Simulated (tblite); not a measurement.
**Question.** Give a GFN2-xTB geometry of `CN[Si@@H](C#N)N([SiH3])[SiH3]`.

**Answer.** 
```xyz
19
C2H11N3Si3 angstrom
C      2.9581    0.1975    0.5645
N      1.5291    0.2677    0.7563
Si     0.4083    0.4000   -0.5292
C      0.8653   -1.0000   -1.6869
N      1.1426   -1.8509   -2.4019
N     -1.1859    0.1522    0.1164
Si    -2.4912    1.1637   -0.4407
Si    -1.5387   -1.3277    0.9808
H      3.4230    1.1876    0.5084
H      3.4191   -0.3575    1.3831
H      3.1590   -0.3272   -0.3669
H      1.2781    0.6670    1.6478
H      0.4298    1.6240   -1.3384
H     -3.5756    1.0542    0.5303
H     -2.9312    0.7355   -1.7709
H     -1.9833    2.5348   -0.4897
H     -1.9530   -2.3673    0.0358
H     -0.3404   -1.7324    1.7104
H     -2.6229   -1.0118    1.9110
```

Orientation and origin are arbitrary. Atoms count from 1 in this order. Of the pairs four or more bonds apart, C4···H11 is among the closest relative to their van der Waals radii: 2.73 Å, 94 % of the sum of Bondi's values. N2 (silicon-bound nitrogen) has angles 123.5°, 118.1° and 112.5°, sum 354.1°, 0.19 Å off the plane of its three neighbours. The N–Si distances run from 1.711 Å (N2–Si3, drawn single) to 1.750 Å (N6–Si8, drawn single), a spread of 0.039 Å. Si3 (SiH silicon) is distorted tetrahedral (angles from 104.3° to 118.0°).

Bonds between heavy atoms (Å): C1–N2 1.443, N2–Si3 1.711, Si3–C4 1.873, C4≡N5 1.145, Si3–N6 1.738, N6–Si7 1.743, N6–Si8 1.750.

Computed geometry: GFN2-xTB, gas phase.

Point group: C1 (no symmetry element, even within 0.4 Å). Its lowest GFN2-xTB frequency is 13i cm⁻¹, too small to tell a flat minimum from a shallow saddle. One conformer, not necessarily the lowest (C1–N2–Si3–C4 52°, N2–Si3–N6–Si7 139°).
